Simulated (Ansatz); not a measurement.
Reaction (cleavage of the B–Al bond): `[BH2][AlH][BH]O` + `OCF` → `OBOCF` + `[BH2][AlH2]`

Program: Ansatz. Geometries: PBE0-D4/def2-TZVP. ΔE: electronic, gas phase. CBS: MP2 limit from def2 TZ/QZ plus the TZ coupled-cluster correction, frozen cores. This one scheme is used for every species. DFT in def2-TZVPP. B3LYP here is the variant with VWN-RPA as its local correlation; programs differ in this. One conformer a species, not always the lowest.

`[BH2][AlH][BH]O`:

```xyz
9

B    -0.353    0.547    2.147
Al   -0.199   -0.770    0.503
B     0.026   -0.085   -1.526
O     1.270    0.162   -2.008
H     0.599    0.916    2.780
H    -1.397    1.015    2.516
H    -0.314   -2.343    0.784
H    -0.911    0.099   -2.273
H     1.279    0.460   -2.923
```

`OCF`:

Z-matrix (Å, degrees):
```
C
F 1 1.381
O 1 1.370 2 111.1
H 1 1.091 2 107.8 3 -117.4
H 1 1.096 2 106.3 3 123.2
H 3 0.962 1 109.3 2 70.7
```

`OBOCF`:

Z-matrix (Å, degrees):
```
C
F 1 1.369
O 1 1.380 2 109.5
H 1 1.092 2 107.8 3 117.9
H 1 1.095 2 107.6 3 -121.4
B 3 1.370 1 120.6 2 -92.0
O 6 1.348 3 119.3 1 175.3
H 6 1.196 3 121.3 1 -5.8
H 7 0.963 6 112.8 3 -1.9
```

`[BH2][AlH2]`:

Z-matrix (Å, degrees):
```
B
Al 1 2.115
H 1 1.200 2 122.9
H 1 1.200 2 122.9 3 -180.0
H 2 1.594 1 121.0 3 90.1
H 2 1.594 1 121.0 3 -89.9
```

Question: Is it downhill or uphill in electronic energy at CCSD(T)/CBS, and by how much? (An estimate is asked.)

Answer: Ansatz gave: Downhill: ΔE = -39.9 kcal/mol.

Question: What do these levels give: PBE0-D4, B3LYP-D4, CAM-B3LYP-D4, B2PLYP, revPBE, PBE0, RPA@PBE/def2-TZVPP, HF/def2-SVP, CCSD/def2-SVP, CCSD(T)/def2-SVP, HF/CBS(def2), MP2/CBS(def2)? (Best estimate.)

Answer: Ansatz gave: PBE0-D4 -38.1, B3LYP-D4 -40.5, CAM-B3LYP-D4 -42.3, B2PLYP -41.2, revPBE -34.8, PBE0 -38.0, RPA@PBE/def2-TZVPP -39.7, HF/def2-SVP -47.3, CCSD/def2-SVP -44.5, CCSD(T)/def2-SVP -44.3, HF/CBS(def2) -45.1, MP2/CBS(def2) -41.5 kcal/mol.

Largest T1 diagnostic among the species: 0.014.

From BLYP to BHLYP (50 % exact exchange), in def2-TZVPP and without D4, ΔE moves by −4.2 kcal/mol. Leaving LDA and LC-ωPBE aside and taking each functional with its dispersion term where it has one, the values, not all of them listed here, spread over 7.9 kcal/mol, from B97M-V to revPBE-D4. LDA lies −3.2 kcal/mol from PBE without D4. At CCSD(T), def2-SVP lies −4.4 kcal/mol from the extrapolated value and def2-TZVPP −0.4 kcal/mol.
